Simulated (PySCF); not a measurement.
# How methods differ on the excitation energy of He

He 1s2 (1S) → He 1s1 2p1 (3P), as a difference of total energies. All numbers are calculated (PySCF 2.14, the spin-free X2C one-electron Hamiltonian (Gaussian nucleus), in aug-cc-pVTZ-DK (4s3p2d, 23 functions)). Correlated levels: valence: nothing frozen. The calculations carry no spin-orbit coupling.

```
           method  excitation energy (cm⁻¹)  error (cm⁻¹)
              UHF                    186480        +17392
    MP2 (valence)                    193170        +24083
SCS-MP2 (valence)                    195110        +26019
   CCSD (valence)                    194230        +25147
```

Reference: 169090 cm⁻¹ (measured; NIST levels, between the centres of gravity of the two terms).

Errors of the correlated levels include the incompleteness of this basis.

Every method misses the reference by a wide margin, which points to the basis or the choice of state and not to the methods.

The promoted electron is Rydberg-like, and one or two diffuse shells describe it only roughly, which tends to raise the upper state.

With two correlated electrons CCSD is exact in that space.
